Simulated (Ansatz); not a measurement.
Isolated molecules relaxed with PBE0-D4/def2-TZVP in Ansatz; ΔE leaves out vibrations. CCSD(T)/CBS is the MP2 limit (def2-TZVPP, def2-QZVPP) plus CCSD(T) − MP2 in def2-TZVPP, frozen cores. Functionals use def2-TZVPP. Elements past krypton have def2 core potentials. For Ag, Li outer-core shells are correlated without core-valence functions, which leaves a few kJ/mol of doubt a bond.

`[Li][N](C)C` + `[AgH]` → `[Li][Ag]` + dimethylamine  (formal exchange of groups at a Li–N bond)

```json
{"level": "revPBE-D4", "ΔE (kJ/mol)": "-116.0"}
{"level": "B97M-V", "ΔE (kJ/mol)": "-122.7"}
{"level": "PBE0-D4", "ΔE (kJ/mol)": "-125.8"}
{"level": "BLYP", "ΔE (kJ/mol)": "-126.4"}
{"level": "CAM-B3LYP", "ΔE (kJ/mol)": "-119.9"}
{"level": "HF/def2-TZVPP", "ΔE (kJ/mol)": "-143.2"}
{"level": "HF/def2-QZVPP", "ΔE (kJ/mol)": "-139.4"}
{"level": "SCS-MP2/def2-QZVPP", "ΔE (kJ/mol)": "-125.5"}
```

(1) What does CCSD(T)/CBS give? (An estimate is asked.)

(2) What do rigid-rotor, harmonic-oscillator terms from PBE0-D4/def2-TZVP frequencies (298.15 K, 1 bar) make of the CCSD(T)/CBS value? (An estimate is asked.)

Largest T1 diagnostic among the species: 0.028, so the coupled-cluster value is less sure than usual.

Answers

(1) The calculation gave: -134.0 kJ/mol. The listed levels differ from it by 18.0, 11.3, 8.2, 7.6, 14.1, -9.2, -5.4, 8.5 kJ/mol.

(2) Ansatz gave: ΔZPE = +23.6 kJ/mol, ΔH = -112.4 kJ/mol, ΔS = 6 J/(mol·K), ΔG = -114.2 kJ/mol.

In def2-TZVPP, CCSD(T) changes the Hartree–Fock value by +18.6 kJ/mol (the triples alone add +1.4 kJ/mol) and MP2 by +23.3 kJ/mol. From BLYP to BHLYP (50 % exact exchange), in def2-TZVPP and without D4, ΔE moves by −6.8 kJ/mol.
